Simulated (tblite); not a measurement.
Give a GFN2-xTB geometry of `FC[C@H]1C/C1=C/Cl`.

Z-matrix in Å and degrees, rows numbered from 1:
```
F 
C   1  1.3764
C   2  1.5077  1  110.28
C   3  1.5179  2  119.88  1    85.92
C   4  1.4642  3   58.96  2   108.34
C   5  1.3062  3  148.37  4   178.10
Cl  6  1.7334  5  122.10  3     1.07
H   2  1.0948  1  106.84  3   121.29
H   2  1.0954  1  106.55  3  -121.09
H   3  1.0843  2  113.20  1   -59.60
H   4  1.0800  3  118.64  5   108.24
H   4  1.0809  3  118.23  5  -107.34
H   6  1.0784  5  124.29  3  -179.24
```

The 5 C–C bonds span 1.306 Å (C5=C6, drawn double) to 1.518 Å (C3–C4, drawn single), a spread of 0.212 Å. The 3-membered ring C3–C4–C5 has internal angles of 58.7° to 62.3°.

The geometry is computed with GFN2-xTB (gas phase).

Point group: C1 (no symmetry element, even within 0.4 Å). Its GFN2-xTB frequencies are all real (lowest 58 cm⁻¹). The numbers are those of one conformer (F1–C2–C3–C4 86°). 2 starts were optimised and ended at 0.00 and 0.95 kcal/mol (GFN2-xTB); the lowest of these is shown.
